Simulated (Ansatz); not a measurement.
Removing an electron: CeCl₃. The state is a doublet with charge 0. Geometry: r2SCAN-D4/def2-SVP. Ansatz, gas phase; energy differences of separate SCF runs; the oxidised species was run as a singlet alone.

| atom | x (Å) | y (Å) | z (Å) |
| --- | --- | --- | --- |
| Ce1 | 0.4873 | -0.1538 | -0.1360 |
| Cl2 | -0.4719 | 1.0246 | -2.1644 |
| Cl3 | 0.7656 | 1.3970 | 1.8491 |
| Cl4 | -0.7810 | -2.2679 | 0.4513 |

In the def2 sets Ce takes a core potential; there is no spin–orbit coupling. With an open 4f shell the SCF may have ended on a state above the lowest. No other spin state of charge 0 was run.

(1) Estimate orbital energies and vertical ionisation energies at: PBE-D4/def2-TZVP; B97M-V/def2-TZVP; PBE0-D4/def2-TZVP.

Results:

(1) 
```csv
level,−HOMO (eV),vertical IE (eV),−LUMO (eV),HOMO–LUMO gap (eV)
PBE-D4/def2-TZVP,4.91,8.61,4.36,0.55
B97M-V/def2-TZVP,5.25,8.93,3.60,1.65
PBE0-D4/def2-TZVP,7.93,9.87,2.56,5.36
```

  HOMO and LUMO are the levels of the spin that leaves or enters (xTB has no such levels and no spin-polarisation term). Other spin states of the ions may lie lower, which would lower the ionisation energy or raise the affinity.
